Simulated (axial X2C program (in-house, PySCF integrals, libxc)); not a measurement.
Results of a calculation; reference values are marked as such.
## AlBr: input and output

Program: an axial X2C code built on PySCF integrals.

The run was started with this input:
```json
{"zs": [35, 13], "q": 0, "bas": ["dyall-cv3z", "dyall-v3z"], "levels": ["PBE0", "HF", "PBE"], "cc": true, "r0": 2.4, "thr": -2.0, "nmax": 90, "npts": 10, "nst": 2, "ntry": 6}
```
```bash
python so2c.py task.json out
```

Keys: zs atomic numbers; q charge; bas basis sets; levels methods; cc coupled cluster on or off; r0 starting distance in Å; thr threshold in hartree for freezing inner shells (an s shell follows its p shell); nmax most natural virtual spinors; npts points on the curve; nst determinants followed; ntry starts of the search. HF also brings MP2.

Output of the HF step, 2c, at R = 2.321 Å for the state Ω = 0. It starts from PBE0 orbitals of this distance.

```
two-component X2C + atomic mean field  HF
basis functions 151  fitting functions 884  grid points 5080
iter        total energy     max residual
   1      -2845.996434257     2.18e-01
   2      -2846.016176606     4.79e-03
   3      -2846.016729080     2.73e-03
   4      -2846.016802798     9.16e-04
   5      -2846.016819875     2.21e-04
   6      -2846.016822683     7.47e-05
   7      -2846.016822966     3.03e-05
   8      -2846.016823008     7.20e-06
   9      -2846.016823011     1.80e-06
  10      -2846.016823011     9.63e-07
converged
one-electron -4166.73343684  Coulomb 1327.36292419  exact exchange -109.36316261  xc functional 0.00000000  nuclear repulsion 103.73788495  atomic mean-field constant -1.02103270
correlated 10  virtual 184  natural virtual 90  E(MP2) -0.217412681  MP2 remainder -0.005122595
iter   CCSD correlation   residual
   1     -0.228786526   1.21e-01
   2     -0.236232255   5.03e-02
   3     -0.237011005   1.71e-02
   4     -0.236947635   5.43e-03
   5     -0.236957860   1.21e-03
   6     -0.236954645   3.97e-04
   7     -0.236954303   1.14e-04
   8     -0.236955252   3.89e-05
   9     -0.236954971   1.64e-05
  10     -0.236954954   8.18e-06
(T) -0.009531969  T1 0.0170  D1 0.0235  max T2 0.109
```
Energies are in hartree; totals compare only within one Hamiltonian and basis. T1 in the output is the amplitude norm over the root of the electron number; divide by √2 for the Lee–Taylor value.
